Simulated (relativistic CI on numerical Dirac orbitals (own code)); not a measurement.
## Sensitivity of the levels of Zr+ to α and to the nuclear radius

These numbers are calculated, not measured: Dirac-Coulomb-Breit CI, orbitals from a KLI potential per configuration, valence Slater integrals scaled by 0.85, P86 correlation energy added to each configuration, derivatives by finite differences, QED left out (own radial code, finite nucleus).

Configurations in the expansion (outside the closed core [Kr]): 4d2 5s, 4d3, 4d2 5p, 4d 5s 5p, 4d 5s2, 4d2 5d, 5s 5p2, 5s2 5p. Levels of other configurations are missing.

With x = (α/α₀)² − 1 an excitation energy changes as ω = ω₀ + qx; K = 2q/ω₀ is the relative enhancement. Terms are leading LS components, so labels can repeat. The field-shift factor is F = δν/δ⟨r²⟩ for the transition from the lowest level.

Lowest level 4d2 5s 4F_3/2.

```csv
Level,ω₀ (cm⁻¹),q (cm⁻¹),F (GHz/fm²)
4d2 5s 4F_5/2,273.3,255,0.00719
4d2 5s 4F_7/2,657.1,618.1,0.0183
4d2 5s 4F_9/2,1139.4,1062,0.0329
4d3 4F_3/2,1492.1,4716,-2.55
4d3 4F_5/2,1730.5,4968,-2.56
4d3 4F_7/2,2044.9,5272,-2.55
4d3 4F_9/2,2420.5,5597,-2.54
4d2 5s 2D_3/2,4412.2,648,-0.135
4d2 5s 2D_5/2,4735.8,713.2,0.00274
4d3 2P_1/2,5320.2,2789,-1.29
4d3 2P_3/2,5698.4,2931,-1.13
4d2 5s 2F_5/2,7393.5,1359,-0.585
4d3 2G_7/2,7501.4,3620,-1.74
```

Correlation outside the listed configurations is missing or only estimated: errors of thousands of cm⁻¹ between configurations and terms are usual at this charge. Rates and lifetimes follow the computed energies and can be off by large factors. The fine structure of a lone outer electron comes out too small, for d and f at times inverted, and misplaced configurations move strength between like terms.

(1) Which transition from the lowest level has the largest |K|?

Results:

(1) 4d3 4F_3/2 at 1492.1 cm⁻¹, K = 6.32.
